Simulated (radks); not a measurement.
Task: Coherent X-ray form factor from a spherical all-electron density. Calculated with a radial shooting solver on a logarithmic mesh with Libxc functionals: non-relativistic Kohn-Sham, BLYP, spin-polarised, spherical densities, point nucleus.

sin(theta)/lambda (1/angstrom)  f0 (electrons)
0.05                                    22.602
0.1                                     21.522
0.15                                    20.012
0.2                                     18.318
0.25                                    16.612
0.3                                     14.996
0.4                                     12.234
0.5                                     10.180
0.6                                      8.751
0.8                                      7.097
1                                        6.135
1.25                                     5.130
1.5                                      4.179
2                                        2.693

The species is in the configuration that NIST lists as its ground one. Which atom or ion scatters so?

Result: The chromium ion Cr+, [Ar] 3d5. Extrapolating in s^2 from the first two rows gives f0(0) = 23.0, near the electron count 23; among species with that count, the fall with angle is slower the higher Z, and the table is that of Z = 24; from so few rows the species is fixed only to a neighbour or two.
